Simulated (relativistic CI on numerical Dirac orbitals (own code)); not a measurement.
Sensitivity of the levels of Gd¹⁸⁺ to α and to the nuclear radius

Method of calculation: Dirac-Coulomb-Breit CI, orbitals from a KLI potential per configuration, derivatives by finite differences, unscaled Slater integrals, QED left out (own radial code, finite nucleus).

CI space (outside the closed core [Ar] 3d10): 4s2 4p6 4d10, 4s2 4p6 4d9 4f, 4s2 4p5 4d10 4f, 4s2 4p6 4d9 5s, 4s2 4p6 4d9 5p, 4s 4p6 4d10 4f. Double excitations out of closed p, d and f shells are left out; levels of such configurations are missing from the list, as are those of other unlisted configurations, and high levels can miss mixing partners.

With x = (α/α₀)² − 1 an excitation energy changes as ω = ω₀ + qx; K = 2q/ω₀ is the relative enhancement. Terms are leading LS components, so labels can repeat. The field-shift factor is F = δν/δ⟨r²⟩ for the transition from the lowest level.

Lowest level 4s2 4p6 4d10 1S_0.

| Level | ω₀ (cm⁻¹) | q (cm⁻¹) | K | F (GHz/fm²) |
| --- | --- | --- | --- | --- |
| 4s2 4p6 4d9 4f 3P°_0 | 1120343 | -6758 | -0.0121 | 9.3 |
| 4s2 4p6 4d9 4f 3P°_1 | 1129076 | -1290 | -0.00229 | 9.44 |
| 4s2 4p6 4d9 4f 3P°_2 | 1146782 | 8527 | 0.0149 | 9.72 |
| 4s2 4p6 4d9 4f 3H°_6 | 1161272 | 867.4 | 0.00149 | 9.72 |
| 4s2 4p6 4d9 4f 3H°_5 | 1162283 | -5238 | -0.00901 | 9.53 |
| 4s2 4p6 4d9 4f 3F°_2 | 1177512 | -4395 | -0.00746 | 9.58 |
| 4s2 4p6 4d9 4f 3F°_3 | 1178796 | -5160 | -0.00876 | 9.54 |
| 4s2 4p6 4d9 4f 3H°_4 | 1182813 | 1004 | 0.0017 | 9.69 |
| 4s2 4p6 4d9 4f 3F°_4 | 1188583 | 5335 | 0.00898 | 9.79 |
| 4s2 4p6 4d9 4f 3G°_5 | 1200019 | 3591 | 0.00598 | 9.96 |
| 4s2 4p6 4d9 4f 3D°_1 | 1200236 | 19160 | 0.0319 | 10.1 |
| 4s2 4p6 4d9 4f 3D°_3 | 1205799 | 7300 | 0.0121 | 9.98 |
| 4s2 4p6 4d9 4f 1D°_2 | 1215898 | 42350 | 0.0697 | 10.5 |
| 4s2 4p6 4d9 4f 3H°_4 | 1218494 | 33420 | 0.0549 | 10.3 |
| 4s2 4p6 4d9 4f 3F°_2 | 1229292 | 47040 | 0.0765 | 10.5 |
| 4s2 4p6 4d9 4f 1H°_5 | 1234229 | 48360 | 0.0784 | 10.7 |
| 4s2 4p6 4d9 4f 3G°_3 | 1245718 | 48770 | 0.0783 | 10.7 |
| 4s2 4p6 4d9 4f 3G°_4 | 1254183 | 52600 | 0.0839 | 10.9 |
| 4s2 4p6 4d9 4f 1F°_3 | 1264212 | 41780 | 0.0661 | 10.7 |
| 4s2 4p6 4d9 5s 3D_3 | 1455530 | -184700 | -0.254 | 198 |
| 4s2 4p6 4d9 5s 1D_2 | 1461481 | -183300 | -0.251 | 197 |
| 4s2 4p6 4d9 5s 3D_1 | 1509698 | -130600 | -0.173 | 199 |
| 4s2 4p6 4d9 5s 3D_2 | 1514377 | -130400 | -0.172 | 198 |

At this charge energies of transitions that change n are usually good to better than 1 %, and those within a shell (Δn = 0) to a few per cent.
